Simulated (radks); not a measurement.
Values are calculated unless marked as measured or tabulated.
Eu31+, 32 electrons, occupied as [Ar] 3d10 4s2 4p2. Level of theory: Dirac Kohn-Sham, PBE, spin-unpolarised, spherical densities, point nucleus; open shells are shared between the two j in proportion to 2j + 1 (a radial shooting solver on a logarithmic mesh with Libxc functionals). Some entries of the table are withheld. Estimate them.

orbital,occ.,eigenvalue (eV),<1/r> (bohr^-1),<r> (bohr)
1s1/2,2,-49495.59,70.25,0.02231
2s1/2,2,-9086.489,16.75,0.09444
2p1/2,2,-8683.994,16.72,(1)
2p3/2,4,-8033.874,14.84,(2)
3s1/2,2,-2843.579,(3),0.2458
3p1/2,2,(4),6.101,0.2350
3p3/2,4,(5),5.628,0.2472
3d3/2,4,-2241.706,(6),0.2184
3d5/2,6,-2211.456,(7),0.2221
4s1/2,2,-1303.560,2.926,0.5034
4p1/2,0.666667,-1232.818,2.861,0.5031
4p3/2,1.33333,-1190.951,2.709,0.5209

Answer. 
(1) 2p1/2 <r> (bohr): 0.07894
(2) 2p3/2 <r> (bohr): 0.08564
(3) 3s1/2 <1/r> (bohr^-1): 6.183
(4) 3p1/2 eigenvalue (eV): -2671.539
(5) 3p3/2 eigenvalue (eV): -2534.627
(6) 3d3/2 <1/r> (bohr^-1): 5.506
(7) 3d5/2 <1/r> (bohr^-1): 5.388
